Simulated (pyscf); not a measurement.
H₃Ge–TeH, singlet

Gas-phase minimum from PySCF at ωB97X-D3(BJ)/def2-SVP, one conformer. 

SMILES: [GeH3][TeH]
```xyz
6

Ge     0.6224    -0.1187     0.1036
Te    -0.6653     0.7599    -1.8913
H      1.7123     0.8761     0.5243
H      1.2610    -1.4323    -0.3659
H     -0.3227    -0.3842     1.2829
H     -1.1807     2.0865    -1.0416
```
Charge 0, spin multiplicity 1.

Bonded distances (Å): Ge1–Te2 2.532, Ge1–H3 1.534, Ge1–H4 1.534, Ge1–H5 1.534, Te2–H6 1.658. Angles (°): Te2–Ge1–H3 110.6, Te2–Ge1–H4 105.5, Te2–Ge1–H5 110.6, H3–Ge1–H4 110.1, H3–Ge1–H5 109.8, H4–Ge1–H5 110.1, Ge1–Te2–H6 91.8.

Properties at ωB97X-D3(BJ)/def2-SVP:

```
Quantity                                                                                                                                                                             Value
---------------------------------------------------------------------------------------------------------------------  -------------------------------------------------------------------
Harmonic wavenumbers, unscaled                                                                                         132, 261, 446, 535, 654, 835, 893, 908, 2192, 2193, 2194, 2203 cm⁻¹
Zero-point energy                                                                                                                                                            19.2 kcal/mol
Rotational symmetry number                                                                                                                                                               1
Entropy of this conformer at 298 K and 1 atm, rigid rotor and harmonic oscillator, modes under 100 cm⁻¹ raised to 100                                                      309.0 J/(mol K)
Dipole moment                                                                                                                                                                       0.82 D
```

Single-point totals, which compare only within one level (frozen core for MP2 and CC):

```csv
level,total energy (hartree)
ωB97X-D3(BJ)/def2-TZVP,-2347.49259
PBE/def2-TZVP,-2347.10587
r²SCAN/def2-TZVP,-2347.53231
B3LYP-D3(BJ)/def2-TZVP,-2347.58931
PBE0-D3(BJ)/def2-TZVP,-2347.18843
M06-2X/def2-TZVP,-2347.34634
ωB97M-D3(BJ)/def2-TZVP,-2347.52099
HF/def2-TZVPP,-2344.70909
MP2/def2-TZVPP,-2345.44373
CCSD/def2-TZVPP,-2345.43878
CCSD(T)/def2-TZVPP,-2345.45877
```

Soft torsions are taken as harmonic, which can shift the entropy by several J/(mol K). The CCSD(T) − MP2 part came from Ansatz, without density fitting, on the same reference. The frozen core leaves the outer d or s,p core shells of the metals and heavy elements correlated in the MP2 and CC values, and def2-TZVPP describes them poorly, so these totals are far from the basis limit. Elements up to Kr have no core potential and no relativistic terms here. Elements past Kr carry the def2 core potentials, without spin-orbit coupling.
